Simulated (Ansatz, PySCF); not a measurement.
Stretching the Bi1–H2 bond in BiClH2 (SMILES [Cl][BiH2]) (multiplicity 1 held, fragments rigid). Energies count from the point at 1.802 Å.
Geometry at that point (charge 0, multiplicity 1):
```
atom    x (Å)    y (Å)    z (Å)
----  -------  -------  -------
Bi    -0.2674  -0.2143   0.2276
H     -1.6569   0.3555  -0.7689
H     -0.1066  -1.6562  -0.8418
Cl     1.4091   1.1227  -1.0164
```

R- and RO- levels are restricted; in cc, def2 and unpolarised 6-31G sets they are followed outwards from rest. Unrestricted levels (U-) break spin symmetry where that is lower. Active spaces are followed from a long bond inwards. Curves can end on different states.

Correlated levels freeze the cores. Filled d and f shells under p-block atoms count as core. Rows in LANL2DZ carry no dispersion term and start afresh at each structure. LANL2DZ brings its own core potentials from Na on.

The values were computed with Ansatz (Gaussian orbitals); PySCF for LANL2DZ rows. Each number belongs to the level named beside it. In def2 rows elements past Kr take small-core potentials, without spin–orbit coupling.

Energies in kJ/mol.

```csv
R (Å),U-HF/LANL2DZ,R-B3LYP/def2-TZVPP,U-wB97X-V/def2-TZVPP,"SC-NEVPT2 on CASSCF(2,2)/def2-TZVPP","FIC-MRCISD+Q on CASSCF(2,2)/def2-TZVPP"
1.442,102,125,117,131,127
1.622,13,24,19,26,24
1.802,0,0,0,0,0
1.983,26,15,20,13,15
2.163,70,47,58,44,47
2.433,118,107,128,99,105
2.703,141,167,192,149,157
3.154,157,250,241,204,215
3.605,161,310,255,229,241
4.145,163,357,260,239,252
4.866,164,392,261,242,255
5.767,164,413,262,243,255
```

Doubts at one or more of the structures used: a spin-contaminated determinant (U-HF/LANL2DZ, U-wB97X-V/def2-TZVPP); a restricted determinant that unrestricted orbitals would lower (R-B3LYP/def2-TZVPP).

Ansatz is a quantum-chemistry and plane-wave program.
